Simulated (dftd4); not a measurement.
cadmium atom (Cd), singlet; dftd4 with D4 for bp86.

The dftd4 input:
```
$ dftd4 mol.xyz --func bp86 --charge 0 --json dftd4.json --noedisp

# file mol.xyz
1

Cd     0.00000000     0.00000000     0.00000000
```

Output, abridged:

```
                    ____  _____ _____     ____  _  _
      -------------|  _ \|  ___|_   _|---|  _ \| || |------------
     |             | | | | |_    | | ___ | | | | || |_           |
     |             | |_| |  _|   | ||___|| |_| |__   _|          |
     |             |____/|_|     |_|     |____/   |_|            |
     |             ===================================           |
     |            E. Caldeweyher, S. Ehlert & S. Grimme          |
     |          Mulliken Center for Theoretical Chemistry        |
     |                    University of Bonn                     |
      -----------------------------------------------------------

Rational (Becke-Johnson) damping: bp86-D4-ATM
---------------------
  s6         1.0000
  s8         3.3550
  s9         1.0000
  a1         0.4365
  a2         4.9241
 alp        16.0000
--------------------

Dispersion energy:       0.0000000000000E+00 Eh

[Info] JSON dump of results written to 'dftd4.json'
```
